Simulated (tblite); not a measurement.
Species: C9H5O2 (charge -1).
Structure used (GFN2-xTB), in Å, numbered top down from 1:
```
atom  x, y, z in Å
O1     3.6508    1.2469    0.7505
C2     3.0112    0.3909    0.1426
C3     1.5975    0.2325    0.0948
C4     0.9189   -0.8090   -0.6505
C5    -0.4328   -0.6513   -0.4660
C6    -1.6909   -1.1675   -0.7910
C7    -2.6863   -0.3688   -0.1457
O8    -3.9227   -0.4941   -0.1802
C9    -1.9633    0.6972    0.6168
C10   -0.6295    0.5177    0.4178
C11    0.6478    1.0325    0.7401
H12    3.5651   -0.3721   -0.4553
H13    1.4250   -1.5584   -1.2355
H14   -1.9043   -2.0166   -1.4162
H15   -2.4637    1.4493    1.2033
H16    0.8695    1.8798    1.3632
```

Level: GFN2-xTB in tblite, geometry and Hessian alike; calculated harmonic values, unscaled, isolated species. Against measured fundamentals such values can be off by several per cent, at times by over 20. One conformer, not necessarily the lowest.

Harmonic wavenumbers (cm⁻¹): 76.1, 152.3, 153.6, 210.2, 264.8, 328.6, 371.5, 420.1, 465.0, 538.7, 554.9, 603.2, 612.4, 650.9, 675.2, 719.8, 726.1, 737.3, 751.7, 834.0, 878.4, 883.9, 940.5, 971.7, 1108.0, 1119.1, 1133.8, 1202.6, 1228.1, 1269.6, 1284.5, 1396.3, 1416.8, 1485.9, 1540.9, 1611.9, 1649.4, 2649.3, 3093.5, 3096.6, 3109.9, 3126.3.

A = 4702, B = 598.2, C = 530.7 MHz; mass 145.029 u (most abundant isotopes); point group Cs, symmetry number 1.

Q: Zero-point energy?

A: ½Σν̃ = 23022 cm⁻¹ = 275.40 kJ/mol.

Q: What is S at 298.15 K and 1 bar for an ideal gas of classical rigid rotors and harmonic oscillators?

A: Translation 170.93, rotation 124.50, vibration 91.04: S = 386.5 J/(mol K).

Q: And Cp and H(298.15 K) − H(0)?

A: Cp = 154.06 J/(mol K), of which vibrations give 120.81 (their classical limit is 42 R = 349.2); H(298.15 K) − H(0) = 25.97 kJ/mol without the zero-point energy, 16.05 from vibrations.

Q: Which modes carry the vibrational entropy at 298.15 K?

A: 76.1 cm⁻¹: 16.69; 152.3 cm⁻¹: 11.06; 153.6 cm⁻¹: 10.99; 210.2 cm⁻¹: 8.54; 264.8 cm⁻¹: 6.82; 328.6 cm⁻¹: 5.30 J/(mol K); the other 36 give 31.64 together.

Q: Blend soft modes into free rotors: weight 1/[1 + (100 cm⁻¹/ν̃)⁴] for the oscillator and the rest for a rotor with moment μB/(μ + B), μ = h/(8π²ν), B = 10⁻⁴⁴ kg m². What vibrational entropy results?

A: 88.17 J/(mol K) in place of 91.04, which changes −T·S at 298.15 K by +0.86 kJ/mol.

Q: What must be added to the electronic energy to get the Gibbs energy at 298.15 K and 1 bar?

A: ZPE + [H(298.15 K) − H(0)] − T·S = 275.40 + 25.97 − 115.22 = 186.15 kJ/mol.

Hindered rotation and anharmonicity are outside this model. Other conformers, if any are populated, would add a mixing term that is left out.
